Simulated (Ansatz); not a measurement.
Reaction (hydrogenolysis of the Si–Cl bond): `O[Si](F)(Cl)[TeH]` + H₂ → `O[SiH](F)[TeH]` + HCl

Computed with Ansatz on PBE0-D4/def2-TZVP structures; ΔE is electronic, products minus reactants. CCSD(T)/CBS is the MP2 limit (def2-TZVPP, def2-QZVPP) plus CCSD(T) − MP2 in def2-TZVPP, frozen cores. This one scheme is used for every species. DFT in def2-TZVPP. B3LYP here is the variant with VWN-RPA as its local correlation; programs differ in this. HSE06 is defined as in plane-wave codes. def2 core potentials past Kr. For Te outer-core shells are correlated without core-valence functions, which leaves a few kJ/mol of doubt a bond. One conformer a species, not always the lowest.

| level | ΔE (kJ/mol) | difference from CCSD(T)/CBS |
| --- | --- | --- |
| r2SCAN-D4 | 87.5 | 5.9 |
| PBE0-D4 | 81.2 | -0.4 |
| B3LYP-D4 | 81.0 | -0.6 |
| r2SCAN0-D4 | 85.0 | 3.4 |
| HSE06-D4 | 81.1 | -0.5 |
| CAM-B3LYP-D4 | 76.4 | -5.2 |
| B2PLYP | 75.7 | -5.9 |
| PBE | 75.5 | -6.1 |
| r2SCANh | 84.8 | 3.2 |
| CAM-B3LYP | 70.0 | -11.6 |
| LC-ωPBE | 73.8 | -7.8 |
| HF/def2-SVP | 52.6 | -29.0 |
| SCS-MP2/def2-TZVPP | 78.1 | -3.5 |
| CCSD(T)/def2-TZVPP | 75.5 | -6.1 |
| SCS-MP2/def2-QZVPP | 81.6 | 0.0 |
| CCSD/CBS(def2) | 77.4 | -4.2 |
| CCSD(T)/CBS | 81.6 | 0 |

Task: What do rigid-rotor, harmonic-oscillator terms from PBE0-D4/def2-TZVP frequencies (298.15 K, 1 bar) make of the CCSD(T)/CBS value? (Best estimate.)

Result: The calculation gave: ΔZPE = +9.4 kJ/mol, ΔH = +87.6 kJ/mol, ΔS = 24 J/(mol·K), ΔG = +80.5 kJ/mol.

Largest T1 diagnostic among the species: 0.012.

In def2-TZVPP, CCSD(T) changes the Hartree–Fock value by +12.5 kJ/mol (the triples alone add +4.3 kJ/mol) and MP2 by +22.5 kJ/mol. The D4 term adds +11.4 kJ/mol with B3LYP and +6.0 kJ/mol with PBE0; it sums over pairs of atoms, weighted by their polarisabilities, and B3LYP, whose exchange is more repulsive, gets the larger term. Leaving LDA and LC-ωPBE aside and taking each functional with its dispersion term where it has one, the values, not all of them listed here, spread over 11.9 kJ/mol, from B2PLYP to revPBE-D4. LDA lies +3.5 kJ/mol from PBE without D4.
